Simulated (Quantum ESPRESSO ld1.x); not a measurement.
Results of a calculation; reference values are marked as such.
Te, 52 electrons, occupied as [Kr] 4d9 5s2 5p5 (not the ground configuration).

Level of theory: scalar-relativistic Kohn-Sham, LDA (Slater exchange, VWN5 correlation), spin-polarised, spherical densities, point nucleus; open shells are filled with parallel spins first (ld1.x of Quantum ESPRESSO 7.5).

Energy parts (hartree):
total: -6787.4824
kinetic: 7110.0347
electron-nucleus: -16412.0494
Hartree: 2683.9783
exchange-correlation: -169.4460

Orbitals (lengths in bohr, moments of r in powers of bohr; <r^-3> diverges for s and p1/2; r(max) is where P^2 peaks):
orbital,occ.,eigenvalue (hartree),<r^-3>,r(max)
1s up,1,-1161.36,-,0.01795
1s down,1,-1161.36,-,0.01795
2s up,1,-178.426,-,0.1015
2s down,1,-178.413,-,0.1015
2p up,3,-160.296,5389,0.08125
2p down,3,-160.286,5390,0.08124
3s up,1,-35.7459,-,0.2930
3s down,1,-35.7368,-,0.2930
3p up,3,-29.8534,1020,0.2864
3p down,3,-29.8436,1020,0.2865
3d up,5,-20.9221,140.6,0.2375
3d down,5,-20.9096,140.6,0.2376
4s up,1,-6.31466,-,0.6994
4s down,1,-6.27668,-,0.6992
4p up,3,-4.47289,199.1,0.7353
4p down,3,-4.43493,199.1,0.7352
4d up,5,-1.77841,20.52,0.8038
4d down,4,-1.74122,20.50,0.8038
5s up,1,-0.64432,-,1.734
5s down,1,-0.61644,-,1.737
5p up,3,-0.27385,19.44,2.057
5p down,2,-0.25053,18.84,2.069
6s up,0,-0.01972,-,5.486
6s down,0,-0.01696,-,5.656

The highest occupied level is 5p down at -6.817 eV. Spin moment in Bohr magnetons: 2.
